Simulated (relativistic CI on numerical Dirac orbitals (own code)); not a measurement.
Method of calculation: Dirac-Coulomb-Breit CI, separate exchange-only KLI orbitals for each configuration, QED by a radiative potential, unscaled Slater integrals (own radial code, finite nucleus).

The strongest absorption lines from the ground level of an ion, among the configurations computed and to levels below about 5770 eV (vacuum wavelength in Å, gf): 2.5093 (0.38), 2.5569 (0.18), 2.5648 (1.3), 2.6788 (0.045), 24.087 (0.16).

(1) Which ion is it?
A. Cd42+
B. Nd54+
C. Te46+
D. Te48+

Answers

(1) C. Te46+ has 6 electrons and the ground level 2s2.2p2 3P_0; the strongest line goes to 2s2.2p.3d 3D°_1. The pattern of lines fixes the number of electrons, and along that sequence the line energies rise steadily with the charge (about as its square where n changes within one kind of shell, about linearly where n is kept but much faster in heavy ions where fine structure, which grows about as Z⁴, sets the gap, and irregularly where shells cross), which fixes Z. Configurations outside the model, such as inner-shell arrays, can give stronger lines. At this charge energies of transitions that change n are usually good to better than 1 %, and those within a shell (Δn = 0) to a few per cent.

LS names give the leading component of a level, which can be under half, so a name can repeat, a term be missing and a line seem to break the LS rules.
